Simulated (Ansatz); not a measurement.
`N#C[SiH2]N[SiH3]` and `O[SiH2]N[SiH3]` differ in one atom or group.

Ansatz, PBE0-D4/def2-TZVP geometries, multiplicity 1. Each molecule was computed in one conformer, which needn't be the lowest.

| property | `N#C[SiH2]N[SiH3]` |
| --- | --- |
| size of the dipole moment (B3LYP/def2-TZVPP) / D | 3.84 |
| HOMO–LUMO gap (PBE0/def2-TZVPP) / eV | 7.34 |
| HOMO–LUMO gap (B3LYP/def2-TZVPP) / eV | 6.91 |
| HOMO energy (B3LYP/def2-TZVPP) / eV | -8.06 |
| LUMO energy (PBE0/def2-TZVPP) / eV | -0.94 |
| HOMO energy (PBE/def2-TZVPP) / eV | -6.92 |

(1) Give the same properties after the change, and the shifts. (Best estimate.)

## Answers

(1) The calculation gave: 
```
                                        property  `O[SiH2]N[SiH3]`  shift
size of the dipole moment (B3LYP/def2-TZVPP) / D              2.14  -1.70
            HOMO–LUMO gap (PBE0/def2-TZVPP) / eV              7.90   0.56
           HOMO–LUMO gap (B3LYP/def2-TZVPP) / eV              7.42   0.51
             HOMO energy (B3LYP/def2-TZVPP) / eV             -7.53   0.53
              LUMO energy (PBE0/def2-TZVPP) / eV              0.13   1.07
               HOMO energy (PBE/def2-TZVPP) / eV             -6.40   0.52
```

With PBE0 the HOMO rises by 0.52 eV and the LUMO rises by 1.07 eV, so the gap widens by about 0.55 eV. PBE moves the HOMO by 0.52 eV and ωB97M-V by 0.52 eV. Dipoles are sizes alone; their direction can turn.

B3LYP here is the variant with VWN-RPA as its local correlation; programs differ in this.
